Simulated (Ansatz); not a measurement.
`C[NH][GaH][CH3]` → `[CH2]` (triplet) + `[CH3][GaH][NH2]`  (formal loss of a carbene)

Calculated with Ansatz (gas phase, PBE0-D4/def2-TZVP geometries, no zero-point term in ΔE). CCSD(T)/CBS adds triple-zeta CCSD(T) − MP2 to the extrapolated MP2 energy (def2 sets, frozen cores). This one scheme is used for every species. DFT in def2-TZVPP. Triplets are unrestricted, without spin–orbit coupling. For Ga outer-core shells are correlated without core-valence functions, which leaves a few kJ/mol of doubt a bond. Scalar relativity is left out up to krypton. One conformer a species, not always the lowest.

**Question.** Is it downhill or uphill in electronic energy at CCSD(T)/CBS, and by how much? (Estimate.)

**Answer.** The calculation gave: Uphill: ΔE = +394.1 kJ/mol.

**Question.** What do these levels give: PBE-D4, BLYP-D4, B97M-V, BHLYP, LC-ωPBE, MP2/def2-QZVPP? (Estimate.)

**Answer.** Ansatz gave: PBE-D4 404.8, BLYP-D4 393.1, B97M-V 395.2, BHLYP 370.0, LC-ωPBE 382.5, MP2/def2-QZVPP 400.4 kJ/mol.

Largest T1 diagnostic among the species: 0.013.

The D4 term adds +10.6 kJ/mol with B3LYP and +5.8 kJ/mol with PBE0; it sums over pairs of atoms, weighted by their polarisabilities, and B3LYP, whose exchange is more repulsive, gets the larger term. In def2-TZVPP, CCSD(T) changes the Hartree–Fock value by +137.0 kJ/mol (the triples alone add +11.6 kJ/mol) and MP2 by +147.2 kJ/mol. At CCSD(T), def2-SVP lies −6.3 kJ/mol from the extrapolated value and def2-TZVPP −9.0 kJ/mol.

B3LYP here is the variant with VWN-RPA as its local correlation; programs differ in this.
